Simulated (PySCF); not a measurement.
PySCF input file for F6Se, SMILES F[Se](F)(F)(F)(F)F, C-PCM-ωB97X/def2-SVP. The structure is a stationary point at B3LYP-D3(BJ)/def2-SVP.

```python
import numpy as np
from pyscf import gto, scf, dft
from pyscf.solvent import pcm

mol = gto.M(
    atom='''
    F     0.00000000   -1.71693275    0.00000000
    Se    0.00000000    0.00000000    0.00000000
    F     1.71693275    0.00000000    0.00000000
    F     0.00000000    0.00000000    1.71693275
    F    -1.71693275    0.00000000    0.00000000
    F     0.00000000    0.00000000   -1.71693275
    F     0.00000000    1.71693275    0.00000000
    ''',
    basis='def2-SVP',
    charge=0,
    spin=0,
    max_memory=1600,
    verbose=3,
)
mf = dft.RKS(mol, xc='wb97x').density_fit(auxbasis='def2-universal-jkfit')
mf.grids.level = 3
mf.conv_tol = 1e-9
mf.max_cycle = 100
mf.kernel()
res = {}
for name, eps in {'water': 78.355, 'chloroform': 4.7113, 'N,N-dimethylformamide': 37.219}.items():
    s = mf.PCM()
    s.with_solvent.method, s.with_solvent.eps, s.with_solvent.lebedev_order = 'C-PCM', eps, 29
    s.kernel(mf.make_rdm1())
    res[name] = (s.e_tot, eps, s.dip_moment(), s.mo_energy, s.converged)
    print(f'{name}: electrostatic solvation free energy {(s.e_tot - mf.e_tot) * 627.509474:.3f} kcal/mol')
```

Output:

```
converged SCF energy = -2999.64022909483

WARN: PCM is an experimental feature. It is still in testing.
Features and APIs may be changed in the future.

converged SCF energy = -2999.64159997716
Dipole moment(X, Y, Z, Debye): -0.00000,  0.00000, -0.00000
water: electrostatic solvation free energy -0.860 kcal/mol

WARN: PCM is an experimental feature. It is still in testing.
Features and APIs may be changed in the future.

converged SCF energy = -2999.64131859869
Dipole moment(X, Y, Z, Debye): -0.00000,  0.00000, -0.00000
chloroform: electrostatic solvation free energy -0.684 kcal/mol

WARN: PCM is an experimental feature. It is still in testing.
Features and APIs may be changed in the future.

converged SCF energy = -2999.6415800074
Dipole moment(X, Y, Z, Debye): -0.00000,  0.00000,  0.00000
N,N-dimethylformamide: electrostatic solvation free energy -0.848 kcal/mol
```

The run converged.
